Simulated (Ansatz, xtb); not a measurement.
## Relative energy of two structures of AlH2SiZn

Structure I is a doublet given by its coordinates and structure II is a doublet given by its coordinates. Both are isolated molecules in the gas phase, relaxed with BLYP-D3(BJ)/def2-SVP.

I (Å):

```xyz
5

Al   -0.1076    0.1733   -0.6093
Si   -0.1888    0.7408    1.6392
Zn    0.4707    3.2208    0.8921
H     0.3782   -0.3481   -2.0567
H     1.2403    0.3651    0.9644
```

Close contacts (Å): Al1–Si2 2.32, Si2–Zn3 2.67, Al1–H4 1.61, Al1–H5 2.08, Si2–H5 1.62.

II (Å):

```xyz
5

Al   -0.9362    0.0117    0.4324
Si   -0.3779    1.1478   -1.5253
Zn    1.5997    1.6380   -0.2089
H    -1.4546   -0.8144    1.7151
H     2.9724    2.1098    0.3979
```

Close contacts (Å): Al1–Si2 2.33, Al1–Zn3 3.08, Si2–Zn3 2.43, Al1–H4 1.61, Zn3–H5 1.57.

Energies in hartree; the thermal terms are from BLYP-D3(BJ)/def2-SVP harmonic frequencies (ideal gas, rigid rotor, one conformer each, 298.15 K, 1 atm) and include the zero-point energy:

|  | I | II |
| --- | --- | --- |
| E, CCSD(T)/def2-SVP | −2309.853721 | −2309.855996 |
| zero-point energy | 0.012713 | 0.012942 |
| H(298 K) − E | 0.019622 | 0.019715 |
| G(298 K) − E | −0.019087 | −0.018096 |

Problem. Work out ΔE, ΔE₀, ΔH and ΔG for I → II in kcal/mol (1 Eh = 627.51 kcal/mol) and the equilibrium ratio [II]/[I].

Solution. 1. ΔE = −2309.855996 − (−2309.853721) = −0.002275 Eh = −1.43 kcal/mol.
2. ΔE₀ = ΔE + ΔZPE = −0.002275 + (+0.000229) Eh = −1.28 kcal/mol.
3. ΔH = ΔE + (+0.000093) Eh = −1.37 kcal/mol.
4. ΔG = ΔE + (+0.000991) Eh = −0.81 kcal/mol, so ΔS = (ΔH − ΔG)/T = −7.9 J/(mol K).
5. kT = 0.9442 mEh, so K = [II]/[I] = exp(−ΔG/kT) = exp(+1.36) ≈ 3.9.

The two are too close for this level to say which is favoured. An error of 1 kcal/mol in ΔG would change K by a factor of 5.4. BLYP-D3(BJ)/def2-SVP gave ΔE the other sign. Mirror images and further conformers aren't counted.

Other levels gave ΔE = +3.9 (BLYP-D3(BJ)/def2-SVP); −1.7 (HF/def2-SVP); −4.0 (MP2/def2-SVP) kcal/mol. Open shells are spin-unrestricted. The correlated steps freeze 15 core orbitals; the last core shell of Zn is correlated, in a basis made for valence electrons. Programs: Ansatz 0.2.0.
